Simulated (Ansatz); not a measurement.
Wavefunction ladder for CH9BGeSi, SMILES `[BH2][GeH]([CH3])[SiH3]`

```xyz
13

B     0.6256    1.3033   -1.5730
Ge    0.6134    0.2217    0.1574
C     0.9185   -1.7083   -0.0504
Si   -1.5976    0.5453    1.0288
H     0.3444    0.7913   -2.6167
H     0.8268    2.4810   -1.5565
H     1.5726    0.7846    1.2295
H     0.7713   -2.2242    0.8987
H     0.2240   -2.1173   -0.7853
H     1.9372   -1.8929   -0.3934
H    -1.7556   -0.2247    2.2931
H    -2.6164    0.0587    0.0586
H    -1.8641    1.9814    1.3092
```

Total charge 0; spin multiplicity 1. Correlated methods include outer-core shells of Ge, which these sets cover unevenly. Scalar relativity is left out up to krypton. The geometry is a stationary point of PBE0-D4/def2-TZVP. Frozen core, restricted reference, the Gaussian-basis code of Ansatz.

```tsv
basis	HF (Eh)	MP2 corr.	CCSD corr.	(T)	CCSD(T) total
def2-SVP	-2431.65654	-0.56688	?	-0.01780	?
def2-TZVPP	-2432.09613	-0.67400	-0.73337	?	?
def2-QZVPP	?	?	–	–	–
```

Problem. Fill in the withheld values. (Best estimate.)

Solution. Computed: def2-SVP CCSD corr.: -0.62761; def2-SVP CCSD(T) total: -2432.30195; def2-TZVPP (T): -0.02638; def2-TZVPP CCSD(T) total: -2432.85588; def2-QZVPP HF (Eh): -2432.14977; def2-QZVPP MP2 corr.: -0.96470.
